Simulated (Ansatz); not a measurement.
```yaml
crystal:
  periodic: [false, false, false]
  atoms:
    - {symbol: Ti, position_ang: [-0.600518, 0.321885, 1.546515]}
    - {symbol: F, position_ang: [0.348304, 1.580375, 2.292015]}
    - {symbol: F, position_ang: [-0.505872, -1.122025, 2.519480]}
    - {symbol: F, position_ang: [-2.262896, 0.838769, 1.443596]}
    - {symbol: O, position_ang: [0.019179, -0.009967, -0.070396]}
    - {symbol: Si, position_ang: [0.621215, -0.333109, -1.604011]}
    - {symbol: H, position_ang: [-0.495175, -0.244628, -2.586332]}
    - {symbol: H, position_ang: [1.670782, 0.672189, -1.929201]}
    - {symbol: H, position_ang: [1.204970, -1.703489, -1.611665]}
basis:
  gaussian: {orbitals: cc-pVDZ, nuclear_model: gaussian}
hamiltonian: {xc: {name: LC-wPBE}}
scf: {omitted_lower_state_checks: [starts]}
output: {forces: true}
```

```sh
$ ansatz run in.yaml --threads 4 --pin off --events-out ev --progress --plain --max-ram 8704MiB
```

It prints (some lines left out):

```
Functional definition: LC-wPBE
1420 factors; their error is unknown
431 factors; integrals over basis functions are off by at most 8.1e-5 eV
mean field evaluation 1: about -41224.0857 eV, gradient 7.9e1 eV
mean field evaluation 2: about -41161.7881 eV, gradient 2.4e2 eV
mean field evaluation 4: about -41235.4174 eV, gradient 6.6e0 eV
mean field evaluation 8: about -41235.4968 eV, gradient 9.7e-2 eV
mean field evaluation 16: about -41235.4543 eV, gradient 7.6e-5 eV
mean field -41235.45431994 eV, -1515.3749958629 hartree, gradient 7.6e-5 eV, S^2 0.000000; 0 other end points of the search recorded, 0 dependent functions left out
reference -41235.45431995 eV, -1515.3749958634 hartree; 37, 37 occupied and 95, 95 virtual orbitals, 1420 factors
Total energy: -41235.45431995 eV, -1515.3749958634 hartree
Atom 0 at    -0.600518     0.321885     1.546515 Å, force     0.187116    -0.105995    -0.515894 eV/Å
Atom 1 at     0.348304     1.580375     2.292015 Å, force    -0.037259    -0.049611    -0.030190 eV/Å
Atom 2 at    -0.505872    -1.122025     2.519480 Å, force    -0.003510     0.060785    -0.042079 eV/Å
Atom 3 at    -2.262896     0.838769     1.443596 Å, force     0.076144    -0.024150     0.004519 eV/Å
Atom 4 at     0.019179    -0.009967    -0.070396 Å, force    -0.414523     0.221621     1.073319 eV/Å
Atom 5 at     0.621215    -0.333109    -1.604011 Å, force     0.231898    -0.126973    -0.599440 eV/Å
Atom 6 at    -0.495175    -0.244628    -2.586332 Å, force    -0.030488     0.008579     0.030807 eV/Å
Atom 7 at     1.670782     0.672189    -1.929201 Å, force     0.001491     0.027146     0.037193 eV/Å
Atom 8 at     1.204970    -1.703489    -1.611665 Å, force    -0.010869    -0.011403     0.041764 eV/Å
Dipole moment:     0.179377    -0.096166    -0.461074 e Å
Checks for a lower state left out: starts
```

Run time 4.8 s (4 threads of Intel Xeon Platinum 8175M on a shared host).

LC-ωPBE has ω = 0.4 bohr⁻¹.
